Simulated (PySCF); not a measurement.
## Solvent effects on NMR parameters

Geometry:
| atom | x (Å) | y (Å) | z (Å) |
| --- | --- | --- | --- |
| C1 | 1.474 | 0.943 | 0.202 |
| C2 | 0.869 | -0.415 | -0.155 |
| C3 | 1.447 | -1.487 | 0.766 |
| C4 | -0.685 | -0.432 | -0.201 |
| C5 | -1.183 | -1.774 | -0.749 |
| C6 | -1.320 | -0.177 | 1.168 |
| C7 | -1.156 | 0.659 | -1.163 |
| F8 | -2.520 | 0.602 | -1.338 |
| H9 | 1.156 | 1.278 | 1.202 |
| H10 | 2.573 | 0.873 | 0.219 |
| H11 | 1.213 | 1.733 | -0.516 |
| H12 | 1.199 | -0.659 | -1.183 |
| H13 | 2.545 | -1.502 | 0.689 |
| H14 | 1.086 | -2.495 | 0.518 |
| H15 | 1.197 | -1.288 | 1.821 |
| H16 | -2.262 | -1.722 | -0.949 |
| H17 | -0.675 | -2.030 | -1.693 |
| H18 | -1.012 | -2.593 | -0.037 |
| H19 | -0.974 | 0.770 | 1.611 |
| H20 | -2.413 | -0.115 | 1.066 |
| H21 | -1.094 | -0.987 | 1.877 |
| H22 | -0.676 | 0.535 | -2.151 |
| H23 | -0.915 | 1.663 | -0.779 |

GIAO PBE0/pcSseg-1 in PySCF on one PBE0-D3(BJ)/def2-SVP conformer, non-relativistic, equivalent nuclei averaged. Solvents enter as an IEF-PCM continuum (tetrahydrofuran with ε = 7.4, acetonitrile with ε = 35.7) around the gas-phase geometry. Shifts are referred to TMS, CFCl3 computed in the same medium.

Gas phase, δ in ppm: C7 92.2, C4 37.3, C2 36.4, C5/C6 20.4, C1/C3 18.0, F8 -251.3, H22/H23 4.07, H12 0.96, H16/H17/H18/H19/H20/H21 0.92, H9/H10/H11/H13/H14/H15 0.81. Dipole moment 1.77 D.

Problem. How does each δ change in the continuum?

Solution. 
```
                  atoms                         environment  Δδ, tetrahydrofuran  Δδ, acetonitrile
                     C7                 sp3 CH2 bonded to F                 +1.4              +1.7
                     C4               quaternary sp3 carbon                 +1.0              +1.2
                     C2                              sp3 CH                 +0.5              +0.6
                  C5/C6                       methyl carbon                 +0.4              +0.5
                  C1/C3                       methyl carbon                 +0.3              +0.4
                     F8           fluorine on an sp3 carbon                 -3.6              -4.3
                H22/H23  hydrogen on an sp3 CH2 bonded to F                +0.15             +0.18
                    H12               hydrogen on an sp3 CH                +0.09             +0.11
H16/H17/H18/H19/H20/H21         hydrogen on a methyl carbon                -0.02             -0.02
 H9/H10/H11/H13/H14/H15         hydrogen on a methyl carbon                +0.01             +0.01
```

Changes are relative to the gas phase. The dipole moment becomes 2.15 D in tetrahydrofuran, 2.23 D in acetonitrile.

Problem. Which of the listed nuclei move most (in ppm), and what does the model miss?

Solution. F8 (fluorine on an sp3 carbon, -4.3 ppm) in acetonitrile. A continuum only polarises the solute; specific hydrogen bonds, the anisotropy of aromatic solvents and changes of geometry or conformer are outside it.
